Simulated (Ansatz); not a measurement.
Total energies of BiH3 from Ansatz at PBE0-D4/def2-TZVP, gas phase (1 Eh = 27.2114 eV = 2625.5 kJ/mol). The reference geometry is relaxed at PBE-D4/def2-TZVP.

```csv
state,geometry,energy (Eh)
charge 0 singlet,reference,-216.40080
charge 1 doublet,reference,-216.03143
charge 1 doublet,relaxed at PBE-D4/def2-TZVP,-216.05350
free Bi atom (quartet),–,-214.61763
free H atom (doublet),–,-0.50104
```

In the def2 sets Bi takes a core potential; there is no spin–orbit coupling.

(1) Work out the vertical ionisation energy to the doublet.

(2) How much does the charge 1 doublet relax, and what is the adiabatic ionisation energy?

(3) What is the binding energy per atom against free atoms?

(1) E(charge 1 doublet) − E(charge 0 singlet) = -216.03143 − (-216.40080) = 0.36937 Eh = 10.05 eV. For comparison, −ε of the highest occupied level is 7.74 eV at this level, 2.31 eV less.

(2) Relaxation: -216.03143 − (-216.05350) = 0.02207 Eh = 0.60 eV. Adiabatic ionisation energy: 0.34730 Eh = 9.45 eV, without zero-point energy. 

(3) Atoms: 1 × (-214.61763) + 3 × (-0.50104) = -216.12075 Eh. Binding: -216.12075 − (-216.40080) = 0.28005 Eh = 7.62 eV, or 1.91 eV for each of 4 atoms (no zero-point energy, no counterpoise term).
